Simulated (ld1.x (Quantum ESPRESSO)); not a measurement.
## thulium (Tm), TM: configuration errors across variants

ld1.x (Quantum ESPRESSO) 7.5 input, shortened:

```
&input
   title='Tm', zed=69., rel=1, dft='PZ', iswitch=3,
   config='[Xe] 4f13 5d0 6s0 6p0'
 /
 &inputp
   pseudotype=2, tm=.true., lloc=0,
   nlcc=.true., new_core_ps=.true., rcore=1.30
 /
3
5P  2  1   6.00   0.00  1.75  1.75  0.0
5D  3  2   0.00   0.00  3.10  3.10  0.0
5S  1  0   2.00   0.00  1.65  1.65  0.0
 &test
   configts(1)='5s2 5p6 5d0 6s0 6p0'
 /
```

All-electron excitation energies from the reference (eV): (1) 5s2 5p6 5d0 6s2 6p0 -18.994; (2) 5s2 5p6 5d0 6s1 6p0 -12.313; (3) 5s2 5p6 5d0 6s1.5 6p0 -16.331; (4) 5s1 5p6 5d0 6s2 6p0 40.686; (5) 5s2 5p6 5d1 6s1 6p0 -15.876; (6) 5s2 5p6 5d0 6s1 6p1 -16.024; (7) 5s2 5p6 5d0.5 6s1.5 6p0 -17.443.

Errors AE − PS in meV (a dash: test not solved or not reliable):

| change | (1) | (2) | (3) | (4) | (5) | (6) | (7) | bound ghosts |
| --- | --- | --- | --- | --- | --- | --- | --- | --- |
| base | +385 | +306 | +364 | +672 | +102 | +233 | +237 | none |
| core correction none | +872 | +506 | +706 | +1134 | +515 | +673 | +686 | none |
| core correction Bessel-smoothed model core inside 0.66 bohr | +385 | +306 | +364 | +669 | +102 | +233 | +237 | none |
| core correction Bessel-smoothed model core inside 0.86 bohr | +385 | +306 | +364 | +669 | +102 | +233 | +237 | none |
| core correction Bessel-smoothed model core inside 1.06 bohr | +385 | +306 | +364 | +669 | +102 | +233 | +237 | none |
| core correction Bessel-smoothed model core inside 1.28 bohr | +385 | +306 | +364 | +671 | +102 | +233 | +237 | none |
| core correction Bessel-smoothed model core inside 1.56 bohr | +386 | +306 | +364 | +678 | +102 | +233 | +237 | none |
| core correction Bessel-smoothed model core inside 1.78 bohr | +386 | +306 | +365 | +685 | +102 | +233 | +238 | none |
| core correction Bessel-smoothed model core inside 1.92 bohr | +386 | +307 | +365 | +691 | +102 | +233 | +238 | none |

Problem. Give the same row for: core correction Bessel-smoothed model core inside 1.42 bohr.

Solution. +385, +306, +364, +674, +102, +233, +237; bound ghosts: none.
